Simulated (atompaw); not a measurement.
**What one change does to a pseudopotential (silver, PAW (atompaw))**

silver (Ag), PAW, made with atompaw 4.2.0.5 (LDA (PW92), scalar-relativistic). Core [Ar] 3d10, reference 4s2 4p6 4d10 5s1 5p0. Waves: 4s (bound): rc 1.70 bohr; 5s (bound): rc 1.20 bohr; 4p (bound): rc 1.65 bohr; 5p (bound, empty): rc 1.80 bohr; 4d (bound): rc 1.80 bohr; 4d channel at 4.4 Ry: rc 1.80 bohr; 4f channel at 0.05 Ry: rc 1.90 bohr; 4f channel at 1.2 Ry: rc 1.90 bohr. Local part: troulliermartins scheme with l = 4 at 0 Ry, radius 1.35 bohr. Core correction: smooth core density matched at 1.45 bohr. Augmentation charge: sinc compensation charge, radius 1.45 bohr; PAW radius 1.90 bohr; waves and projectors: custom polynom vanderbiltortho.

All-electron outer shells of the reference configuration (LDA (PW92), scalar-relativistic, ld1.x):

| shell | level (eV) | outermost node (bohr) | outermost maximum (bohr) |
| --- | --- | --- | --- |
| 3p | -557.21 | 0.15 | 0.32 |
| 3d | -358.89 | – | 0.27 |
| 4s | -95.08 | 0.44 | 0.82 |
| 4p | -58.67 | 0.44 | 0.87 |
| 4d | -7.66 | 0.43 | 1.04 |
| 5s | -4.71 | 1.11 | 2.49 |
| 5p | -0.84 | 1.25 | 3.67 |

Change: all radii scaled by about 0.85 (s 1.44, p 1.40, d 1.52, f 1.60 bohr); local potential troulliermartins scheme with l = 4 at 0 Ry, radius 1.14 bohr; augmentation sinc compensation charge, radius 1.22 bohr; PAW radius 1.60 bohr; waves and projectors: custom polynom vanderbiltortho; core correction smooth core density matched at 1.22 bohr.

Cutoffs: the cutoffs (Ry, on a coarse ladder) from which the occupation-weighted sum of valence levels, in a spherical-Bessel basis at the reference potential, stays within 10 and 1 mRy of its value at 400 Ry; they do not see the model core or the augmentation charge, which bear on the density cutoff.

**Question.** What does the change do?

**Answer.** The potential gets harder (50 Ry and 80 Ry → 70 Ry and 110 Ry); the bound ghost in s disappears. A smaller radius makes the pseudo-wave follow the all-electron one further in, where it bends more sharply, so more plane waves are needed.

| quantity | base | changed |
| --- | --- | --- |
| cutoff, loose | 50 Ry | 70 Ry |
| cutoff, tight | 80 Ry | 110 Ry |
| loose cutoff by channel (10 mRy a level) | s 18 Ry, p 25 Ry, d 30 Ry | s 30 Ry, p 35 Ry, d 35 Ry |
| bound ghosts | s | none |
| lowest overlap eigenvalue by channel | s 0.40, p 0.77, d 0.88, f 0.97 | s 0.59, p 0.83, d 0.91, f 0.97 |

 A true bound ghost makes a file unfit for plane-wave use even where its test errors are small: the radial tests pick states by their node count and pass the ghost by. The cutoffs see the waves, projectors and local potential, not the compensation charge or the core.
